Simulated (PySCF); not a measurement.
**Trend along group 4: MF molecules**

r²SCAN with triple-zeta basis sets in PySCF, for the lowest determinant that a PBE0 search found; no spin–orbit coupling. De refers to high-spin ground-configuration atoms. A positive dipole means M(−)F(+).

```csv
M,basis,state (unpaired electrons),Re (Å),ωe (cm⁻¹),De (eV),μ (D)
Ti,x2c-TZVPPall,"quartet (σ ↑, δ ↑↑)",1.769,712,n/a,-3.31
Zr,def2-TZVPP,"quartet (σ ↑, δ ↑↑)",1.881,663,n/a,-3.31
Hf,def2-TZVPPD,doublet (δ ↑),1.862,671,n/a,-1.40
```

The shortest bond is that of TiF (1.769 Å), the longest that of ZrF (1.881 Å).

The rows differ in basis set, which adds steps of its own.

The state changes along the series, so neighbouring rows are not always alike in their bonding.

De is left out where the level can put another filling of the metal’s s and d shells below the measured ground configuration, by anything from nothing to about 1 eV. Spin–orbit coupling is left out, which matters for elements this heavy, above all for dissociation energies. The state is the lowest single determinant that the PBE0 search found; with open d or f shells the true ground state can be another one.
